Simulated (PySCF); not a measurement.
## Computed spin Hamiltonian

Compound: C4H9OSi (doublet state).
Cartesian coordinates in Å at the GFN2-xTB level; atoms count from 1:
```
atom  x, y, z in Å
Si1    2.0137   -0.1014    0.1138
C2     0.1945    0.4126    0.2909
C3    -0.7358   -0.7095    0.7743
C4    -2.0361   -0.2857    0.1929
O5    -1.8663    0.5713   -0.8643
C6    -0.4809    0.8216   -1.0206
H7     2.7904    1.0441   -0.3615
H8     2.1004   -1.2021   -0.8479
H9     2.4941   -0.5376    1.4248
H10    0.1014    1.2499    0.9901
H11   -0.4118   -1.6885    0.3826
H12   -0.7666   -0.7926    1.8620
H13   -2.9406   -0.8642    0.1739
H14   -0.3425    1.8759   -1.2698
H15   -0.1182    0.2142   -1.8630
```

The hyperfine couplings belong to this conformer and change with its torsions.

Identity: `[SiH3][C@@H]1C[CH]OC1` [radical].

Computed, not measured: UKS B3LYP, pcH-1 on C H O Si, non-relativistic, mean-field spin-orbit, GIAO (PySCF). One conformer (not necessarily the lowest) at the GFN2-xTB geometry, without solvent, vibrations or thermal averaging. Couplings are sensitive to structure, and on GFN2-xTB geometries they can be far from those on DFT ones. No stability test was run, so a lower SCF solution isn't excluded.

| Item | Value |
| --- | --- |
| g1, g2, g3 | 2.00210, 2.00343, 2.00439 |
| g_iso | 2.00331 |
| Form of g | rhombic: the two nearest values differ by 42 % of g3 − g1 |
| ⟨S²⟩ | 0.7535 (exact 0.7500) |
| α and β electrons | 28, 27 |
| Total energy | -522.51343 Eh |

Hyperfine couplings atom by atom, in MHz; T1 to T3 are the principal values of the dipolar part; ρ(0) is the spin density at the nucleus:

```tsv
atom	isotope	a_iso	of which spin–orbit	T1	T2	T3	Mulliken spin population	ρ(0) (bohr⁻³)
Si1	29Si	2.2	0.0	-0.3	0.1	0.2	0.00	-0.0025
C2	13C	0.7	0.0	-1.5	0.0	1.5	0.01	0.0006
C3	13C	-20.5	0.0	-2.2	-1.2	3.3	-0.06	-0.0182
C4	13C	156.5	0.0	-74.8	-74.1	149.0	0.88	0.1393
O5	17O	-31.6	0.1	-71.4	34.3	37.0	0.13	0.0522
C6	13C	-4.1	0.0	-1.8	-1.1	2.8	-0.01	-0.0037
H7	1H	-0.1	0.0	-0.6	-0.6	1.2	0.00	0.0000
H8	1H	0.6	0.0	-1.0	-0.8	1.8	0.00	0.0001
H9	1H	0.0	0.0	-0.8	-0.7	1.4	0.00	0.0000
H10	1H	-1.5	0.0	-3.3	-2.7	6.0	0.00	-0.0003
H11	1H	110.7	0.0	-4.7	-2.9	7.6	0.05	0.0248
H12	1H	51.5	0.0	-5.0	-4.6	9.6	0.02	0.0115
H13	1H	-30.9	0.0	-34.5	-1.5	35.9	-0.03	-0.0069
H14	1H	0.7	0.0	-3.3	-2.8	6.0	0.00	0.0002
H15	1H	17.3	0.0	-3.3	-2.8	6.1	0.01	0.0039
```

The Mulliken spin populations are largest on C4 (+0.88), O5 (+0.13) and C3 (-0.06). C4 is the only atom above +0.15. The angles at C4 add up to 353.3°, so it is slightly pyramidal.

Axes: g3 points within 8° of the O5–C6 bond.

Under fast tumbling the dipolar parts average out, and these isotropic splittings remain: 1 × 1H (H11, I = 1/2, 2 lines) with 3.95 mT, 1 × 1H (H12, I = 1/2, 2 lines) with 1.84 mT, 1 × 1H (H13, I = 1/2, 2 lines) with 1.10 mT, 1 × 1H (H15, I = 1/2, 2 lines) with 0.62 mT and 1 × 1H (H10, I = 1/2, 2 lines) with 0.05 mT.

The 13C coupling of C4 (156.5 MHz) shows only in satellite lines or after enrichment, since that isotope makes up about 1.07 % of natural carbon.

The 17O coupling of O5 (-31.6 MHz) shows only in satellite lines or after enrichment, since that isotope makes up about 0.038 % of natural oxygen.

Examples of negative spin density at the nucleus (bohr⁻³): C3 (-0.0182), H13 (-0.0069) and C6 (-0.0037).
